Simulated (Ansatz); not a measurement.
Compare A (`OB(F)N[SiH3]`) with its isomer B (`NB(F)O[SiH3]`).

Isolated molecules relaxed with PBE0-D4/def2-TZVP in Ansatz; ΔE leaves out vibrations. CCSD(T)/CBS adds triple-zeta CCSD(T) − MP2 to the extrapolated MP2 energy (def2 sets, frozen cores). DFT in def2-TZVPP. B3LYP here is the variant with VWN-RPA as its local correlation; programs differ in this. One conformer a species, not always the lowest.

(1) Which isomer does CCSD(T)/CBS put lower? Give the gap. (Best estimate.)

(2) Give E(B) − E(A) in kcal/mol with CCSD(T)/def2-TZVPP, PBE-D4, LDA (SPW92), B2PLYP, B3LYP, B3LYP-D4, CCSD/def2-TZVPP. (Estimate.)

(3) Does the order hold for the free energy at 298.15 K (harmonic terms from PBE0-D4)? (Estimate.)

Largest T1 diagnostic: 0.012.

Results:

(1) Computed: B, by 9.1 kcal/mol.

(2) The calculation gave: CCSD(T)/def2-TZVPP -8.9, PBE-D4 -8.1, LDA (SPW92) -8.3, B2PLYP -9.7, B3LYP -10.0, B3LYP-D4 -9.8, CCSD/def2-TZVPP -9.2. None reverses the order clearly.

(3) Ansatz gave: Yes: G(B) − G(A) = -9.7 kcal/mol, for one conformer each. Modes under 60 cm⁻¹, often nearly free rotors, make the harmonic entropy too high.

Leaving LDA and LC-ωPBE aside and taking each functional with its dispersion term where it has one, the values, not all of them listed here, spread over 2.7 kcal/mol, from BHLYP-D4 to revPBE-D4. In def2-TZVPP, CCSD(T) changes the Hartree–Fock value by +2.4 kcal/mol (the triples alone add +0.3 kcal/mol) and MP2 by +2.4 kcal/mol.
